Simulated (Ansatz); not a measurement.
Molecule: 3-ethenylselanylprop-1-ene, C₅H₈Se (charge 0, singlet). SMILES: [Se](CC=C)C=C
Geometry from a B3LYP-D3(BJ)/def2-TZVP (Ansatz, a program for electronic structure) optimisation:
```
C
H 1 1.0875
H 1 1.0900 2 109.60
C 1 1.4859 2 112.05 3 -124.57
C 4 1.3279 1 124.18 2 -10.57
H 5 1.0820 4 121.55 1 -179.53
H 5 1.0840 6 116.98 4 179.89
H 4 1.0856 5 119.79 6 -1.05
Se 1 1.9910 2 108.36 3 114.57
C 9 1.9075 1 97.68 2 -81.12
C 10 1.3269 9 124.09 1 151.13
H 11 1.0828 10 122.32 9 -4.38
H 11 1.0831 12 117.09 10 -179.42
H 10 1.0846 11 121.32 12 179.40
```
Charge 0, spin multiplicity 1.

Property: vertical triplet-singlet gap (E(triplet) - E(singlet); each state is the SCF solution reached for its spin), in kcal/mol. Valence correlation only, unless marked. UHF or UKS for open shells. Spin-orbit coupling is left out. Frozen are the shells of the preceding noble gas and the d and f shells that filled before the atom's block. No relativistic terms. CBS(X,Y): correlation extrapolated as X^-3; Hartree-Fock from the larger set. The bracket is a focal-point correction in the basis named.

| level | program | vertical triplet-singlet gap (kcal/mol) | minus last row |
|---|---|---|---|
| HF/aug-cc-pVQZ | Ansatz | 74.4 | -19.6 |
| PBE/def2-TZVPD | Ansatz | 82.6 | -11.4 |
| r2SCAN/def2-TZVPD | Ansatz | 82.7 | -11.3 |
| B3LYP/def2-TZVPD | Ansatz | 87.1 | -6.9 |
| wB97X-V/def2-TZVPD | Ansatz | 92.8 | -1.2 |
| RI-MP2/aug-cc-pVTZ | Ansatz | 101.0 | 7.0 |
| RI-MP2/aug-cc-pVQZ | Ansatz | 101.5 | 7.5 |
| CCSD/aug-cc-pVDZ | Ansatz | 91.9 | -2.1 |
| CCSD/aug-cc-pVTZ | Ansatz | 91.6 | -2.4 |
| RI-MP2/CBS(aug-cc-pVTZ,aug-cc-pVQZ)+[CCSD(T)-MP2]/aug-cc-pVTZ | Ansatz | 94.0 | 0.0 |
